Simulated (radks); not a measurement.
Initial-state core-level shifts of the strontium ion Sr+ when its valence configuration changes from [Kr] 5s1. Method: scalar-relativistic Kohn-Sham, PBEsol, spin-polarised, spherical densities, finite nucleus; open shells are filled with parallel spins first (spin-orbit coupling, left out, can overturn this in heavy ions); Fermi nuclear charge, rms radius 4.224 fm; computed with a radial shooting solver on a logarithmic mesh with Libxc functionals. Shifts are changes of the shell-averaged eigenvalues in eV (positive: less bound); the change of the density at the nucleus, which sets a Mossbauer isomer shift, is in e/bohr^3, on a base of 6.187e+04.

5s0.5 5p0.5: 2s -0.640; 2p -0.639; 3s -0.641; 3d -0.641; density at nucleus -3.816
4d1: 2s +2.188; 2p +2.173; 3s +2.159; 3d +2.176; density at nucleus -8.522
4d0.5 5p0.5: 2s +0.513; 2p +0.507; 3s +0.495; 3d +0.504; density at nucleus -8.086
5p1: 2s -1.280; 2p -1.278; 3s -1.283; 3d -1.281; density at nucleus -7.487
4d0.5 5s0.5: 2s +1.143; 2p +1.135; 3s +1.127; 3d +1.135; density at nucleus -4.392
